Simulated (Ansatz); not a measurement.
## Nudged elastic band run: C₃H₆Si

The input (input.yaml):

```yaml
crystal:
  periodic: [false, false, false]
  atoms:
    - { symbol: C, position_ang: [-0.810187, 0.817967, -1.082056] }
    - { symbol: C, position_ang: [-0.072168, -0.021811, -0.109385] }
    - { symbol: C, position_ang: [0.141666, -1.319596, 0.138191] }
    - { symbol: Si, position_ang: [1.008435, -0.274836, 1.346975] }
    - { symbol: H, position_ang: [-1.341449, 0.211916, -1.832981] }
    - { symbol: H, position_ang: [-1.542642, 1.455105, -0.561639] }
    - { symbol: H, position_ang: [-0.119842, 1.49969, -1.603602] }
    - { symbol: H, position_ang: [-0.168363, -2.266824, -0.313482] }
    - { symbol: H, position_ang: [0.505316, -0.100017, 2.740238] }
    - { symbol: H, position_ang: [2.482332, -0.052695, 1.280642] }
basis:
  gaussian: { orbitals: def2-SVP }
hamiltonian:
  xc: pbe0
neb:
  order_check: false
  images: 5
  f_tol: 0.05
  max_iterations: 60
  initial_path: idpp
  spring: 20.0
  final_atoms:
    - { symbol: C, position_ang: [-0.84037515, 0.81291973, -1.0622555] }
    - { symbol: C, position_ang: [-0.05736013, -0.01944972, -0.11921335] }
    - { symbol: C, position_ang: [0.37874281, -1.28030981, -0.01625667] }
    - { symbol: Si, position_ang: [0.89934963, -0.29186416, 1.41808735] }
    - { symbol: H, position_ang: [-1.71923176, 1.24487447, -0.55791348] }
    - { symbol: H, position_ang: [-0.23555006, 1.66242464, -1.4175729] }
    - { symbol: H, position_ang: [-1.18382954, 0.23692813, -1.93611697] }
    - { symbol: H, position_ang: [0.30646746, -2.18898867, -0.62200612] }
    - { symbol: H, position_ang: [0.23386176, -0.42355458, 2.74664234] }
    - { symbol: H, position_ang: [2.30102299, 0.19591897, 1.56950629] }
```

Command:

```bash
$ ansatz run input.yaml --threads 1 --pin off --max-ram 2048MiB --backend cpu --events-out ev --progress --plain --runs-dir out
```

Output, in part (warnings, iteration lines, the closing report on the highest movable image, with atoms numbered from 0):

```
NEB end point (image 0): max|allowed force component| = 1.249e-2 eV/Å (the criterion of neb.relax_end_points is 1.000e-2)
NEB end point (image 6): max|allowed force component| = 1.328e-2 eV/Å (the criterion of neb.relax_end_points is 1.000e-2)
NEB iter   1: max|band force component| = 3.684e-1 eV/Å  barrier→ = 0.0529 eV  barrier← = 0.0528 eV  CI = image 3  Δτ_max = 0.0239 Å  (178 SCF iters)
NEB iter   2: max|band force component| = 1.778e-1 eV/Å  barrier→ = 0.0442 eV  barrier← = 0.0441 eV  CI = image 3  Δτ_max = 0.0115 Å  (147 SCF iters)
NEB iter   3: max|band force component| = 3.607e-2 eV/Å  barrier→ = 0.0427 eV  barrier← = 0.0427 eV  CI = image 3  Δτ_max = 0.0000 Å  (251 SCF iters)
Total energy: -11072.39253440 eV, -406.9029205021 hartree
Atom 0 at    -0.814935     0.835377    -1.068785 Å, force    -0.003310    -0.021967    -0.025667 eV/Å
Atom 1 at    -0.044617    -0.001231    -0.112861 Å, force     0.010171     0.015972     0.036028 eV/Å
Atom 2 at     0.475191    -1.234343    -0.063597 Å, force    -0.005683    -0.010996    -0.022505 eV/Å
Atom 3 at     0.805909    -0.326525     1.475066 Å, force    -0.002265    -0.005498    -0.009309 eV/Å
Atom 4 at    -1.770542     0.348440    -1.323083 Å, force    -0.002052     0.001949     0.003088 eV/Å
Atom 5 at    -1.034608     1.833625    -0.668504 Å, force    -0.005133     0.016873     0.003290 eV/Å
Atom 6 at    -0.255829     0.957376    -2.010827 Å, force     0.001801     0.003574     0.000841 eV/Å
Atom 7 at     0.520867    -2.098871    -0.733120 Å, force     0.004351    -0.002136     0.007821 eV/Å
Atom 8 at     0.050123    -0.606410     2.730353 Å, force     0.001383     0.001244     0.002886 eV/Å
Atom 9 at     2.151540     0.241462     1.778258 Å, force     0.000737     0.000985     0.003527 eV/Å
Dipole moment:    -0.101702     0.060343    -0.170741 e Å
```

The forces met the threshold. Another band between the same ends (5 images) ends at a top of the same energy, where a vibrational analysis finds 1 clearly imaginary mode.

Final band (atoms are numbered from 1 in the order of the input):

```
image  path coordinate (Å)  energy (kcal/mol)  dihedral H5–C1–C2–C3 (°)
    0                 0.00                0.0                         0
    1                 0.56                0.2                        19
    2                 1.11                0.7                        39
    3                 1.67                1.0                        59
    4                 2.22                0.7                        80
    5                 2.78                0.2                       101
    6                 3.34                0.0                       122
```

Run time: 76 s on 1 thread of Intel(R) Xeon(R) Platinum 8259CL CPU @ 2.50GHz (Skylake/Cascade Lake), with other jobs on the host, peak memory 0.19 GiB.
